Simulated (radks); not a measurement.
Q: The mean radii <r> (bohr) of the occupied orbitals of an atom or ion are listed with their occupations. Calculated with a radial shooting solver on a logarithmic mesh with Libxc functionals: Dirac Kohn-Sham, BLYP, spin-unpolarised, spherical densities, point nucleus.

orbital  occ.      <r>
1s1/2       2  0.06090
2s1/2       2   0.2793
2p1/2       2   0.2451
2p3/2       4   0.2480
3s1/2       2   0.8515
3p1/2       2   0.8982
3p3/2       4   0.9074
3d3/2       2    1.221
3d5/2       3    1.228
4s1/2       2    3.093

Name the element and its charge. Open shells, if any, are shared by 2j + 1.

A: Z = 25, manganese, charge 0: Mn in [Ar] 3d5 4s2. The 1s radius gives Z: for a bare nucleus <r> = (2 gamma + 1)/(2Z) with gamma = sqrt(1 - (Z/c)^2), 0.05933 bohr for Z = 25, and screening makes it slightly larger (0.06090 here). The occupations add up to 25, and the charge is Z minus that.
